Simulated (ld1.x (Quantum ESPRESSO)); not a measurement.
Cu (Z = 29): PAW pseudisation with PBE, scalar-relativistic reference atom.

ld1.x (Quantum ESPRESSO) 7.5 was run on this input:

```
&input
   title='Cu', zed=29., rel=1, dft='PBE', iswitch=3,
   config='[Ar] 3d10 4s0.5 4p0.5',
   nld=3, rlderiv=1.95, eminld=-11.0, emaxld=5.0, deld=0.04
 /
 &inputp
   pseudotype=3, lpaw=.true., tm=.true., lloc=-1, rcloc=1.30,
   nlcc=.true., new_core_ps=.true., rcore=1.15,
   which_augfun='PSQ', rmatch_augfun_nc=.true.,
   file_pseudopw='Cu.UPF', file_wfcaegen='ae.wfc', file_wfcncgen='nc.wfc', file_beta='beta', file_chi='chi', file_wfcusgen='us.wfc'
 /
6
3S  1  0   2.00   0.00  1.10  1.50  0.0
4S  2  0   0.50   0.00  1.10  1.50  0.0
3P  2  1   6.00   0.00  1.15  1.45  0.0
4P  3  1   0.50   0.00  1.15  1.45  0.0
3D  3  2  10.00   0.00  1.65  1.80  0.0
3D  3  2   0.00   0.60  1.65  1.80  0.0
 &test
   configts(1)='3s2 3p6 3d10 4s0.5 4p0.5'
 /
```

Command:

```bash
ld1.x < Cu.in > Cu.out
```

Resulting log (shortened: banner, matrices, multipoles, cross overlaps and the repeated all-electron block are left out):

```
Program LD1 v.7.5
     --------------------------- All-electron run ----------------------------

     Cu
     scalar relativistic calculation

     atomic number is 29.00
     dft =PBE   lsd =0 sic =0 latt =0  beta=0.20 tr2=1.0E-14
     Exchange-correlation= PBE
                           (   1   4   3   4   0   0   0)
     mesh =1199 r(mesh) = 100.25372 a.u. xmin = -7.00 dx = 0.01250
     1 Ry =  13.60569312 eV, c = 137.03599908

     n l     nl                  e(Ry)          e(Ha)          e(eV)
     1 0     1S 1( 2.00)      -650.6330      -325.3165     -8852.3132
     2 0     2S 1( 2.00)       -78.1687       -39.0844     -1063.5396
     2 1     2P 1( 6.00)       -67.4753       -33.7376      -918.0480
     3 0     3S 1( 2.00)        -8.5146        -4.2573      -115.8477
     3 1     3P 1( 6.00)        -5.3872        -2.6936       -73.2968
     3 2     3D 1(10.00)        -0.4542        -0.2271        -6.1794
     4 0     4S 1( 0.50)        -0.3981        -0.1991        -5.4169
     4 1     4P 1( 0.50)        -0.0934        -0.0467        -1.2705

     final scf error:  1.9E-15 reached in  34 iterations

     Etot =   -3309.553861 Ry,   -1654.776931 Ha,  -45028.774209 eV

     Ekin =    3358.784683 Ry,    1679.392342 Ha,   45698.593666 eV
     Encl =   -7966.690481 Ry,   -3983.345240 Ha, -108392.345887 eV
     Eh   =    1433.363959 Ry,     716.681979 Ha,   19501.910155 eV
     Exc  =    -135.012022 Ry,     -67.506011 Ha,   -1836.932143 eV

     normalization and overlap integrals

     s(1S/1S) =  1.000000  <r> =   0.0521  <r2> =    0.0037  r(max) =   0.0341
     s(2S/2S) =  1.000000  <r> =   0.2352  <r2> =    0.0653  r(max) =   0.1960
     s(2P/2P) =  1.000000  <r> =   0.2064  <r2> =    0.0523  r(max) =   0.1585
     s(3S/3S) =  1.000000  <r> =   0.7121  <r2> =    0.5867  r(max) =   0.6112
     s(3P/3P) =  1.000000  <r> =   0.7497  <r2> =    0.6656  r(max) =   0.6189
     s(3D/3D) =  1.000000  <r> =   1.0377  <r2> =    1.5299  r(max) =   0.6036
     s(4S/4S) =  1.000000  <r> =   2.8660  <r2> =    9.6992  r(max) =   2.2428
     s(4P/4P) =  1.000000  <r> =   4.8825  <r2> =   29.4740  r(max) =   3.4736

     ------------------------ End of All-electron run ------------------------

     --------------------- Generating PAW atomic setup --------------------

      Generating local potential from pseudized AE potential:
      Matching radius rcloc =   1.3000

      Local pseudo, rcloc= 1.294 Estimated cut-off energy=    14.88 Ry

      Computing core charge for nlcc:

       r > 1.16 : true rho core
      Core charge pseudized with two Bessel functions
      Integrated core pseudo-charge :   0.00
      Wfc-us  3S rcutus= 1.503  Estimated cut-off energy=    25.23 Ry
      Wfc-us  4S rcutus= 1.503  Estimated cut-off energy=    51.99 Ry
      Wfc-us  3P rcutus= 1.466  Estimated cut-off energy=    40.12 Ry
      Wfc-us  4P rcutus= 1.466  Estimated cut-off energy=    76.08 Ry
      Wfc-us  3D rcutus= 1.791  Estimated cut-off energy=    36.51 Ry
      Wfc-us  3D rcutus= 1.791  Estimated cut-off energy=    64.69 Ry

     Required augmentation: PSQ   radius:    1.800000

     Q pseudized with Bessel functions
     Expected ecutrho=     294.9790 due to l1=  1   l2=  2

     Estimated PAW energy = -486.467509 Ryd

     ------------------- End of pseudopotential generation -------------------

     Computing logarithmic derivative in   1.94250
     Computing logarithmic derivative in   1.94250
     Computing the partial wave expansion
     R is outside the sphere for l=    0 j= 0.00
     R is outside the sphere for l=    0 j= 0.00
     R is outside the sphere for l=    1 j= 0.00
     R is outside the sphere for l=    1 j= 0.00
     R is outside the sphere for l=    2 j= 0.00
     R is outside the sphere for l=    2 j= 0.00

     ---------------------- Testing the pseudopotential ----------------------

     Cu
     scalar relativistic calculation

     atomic number is 29.00   valence charge is 19.00
     dft = SLA  PW   PBX  PBC   lsd =0 sic =0 latt =0  beta=0.20 tr2=1.0E-14
     mesh =1199 r(mesh) = 100.25372 xmin = -7.00 dx = 0.01250

     n l     nl             e AE (Ry)        e PS (Ry)    De AE-PS (Ry)
     1 0     3S   1( 2.00)       -8.51465       -8.51467        0.00003
     2 1     3P   1( 6.00)       -5.38721       -5.38724        0.00003
     3 2     3D   1(10.00)       -0.45418       -0.45420        0.00003
     2 0     4S   1( 0.50)       -0.39813       -0.39815        0.00002
     3 1     4P   1( 0.50)       -0.09338       -0.09338        0.00001

     eps = 8.3E-15  iter =  6

     Etot =   -3309.553861 Ry,   -1654.776931 Ha,  -45028.774209 eV
     Etotps =  -486.467503 Ry,    -243.233751 Ha,   -6618.727557 eV

     Ekin =     438.121273 Ry,     219.060636 Ha,    5960.943588 eV
     Encl =   -1141.265117 Ry,    -570.632559 Ha,  -15527.702960 eV
     Ehrt =     351.688358 Ry,     175.844179 Ha,    4784.963867 eV
     Ecxc =    -135.012016 Ry,     -67.506008 Ha,   -1836.932052 eV
     (Ecc =      -0.000413 Ry,      -0.000207 Ha,      -0.005624 eV)

     ---------------------- End of pseudopotential test ----------------------
```

The ghost test of this file was not conclusive. Its overlap operator is not positive definite in a basis up to 400 Ry (lowest eigenvalue s -0.27), so the file is unfit for use: the generalised eigenproblem breaks down once the basis is large enough, and its test numbers describe a broken file.

Generation and configuration tests took about 1.7 s on one core of a shared server CPU.
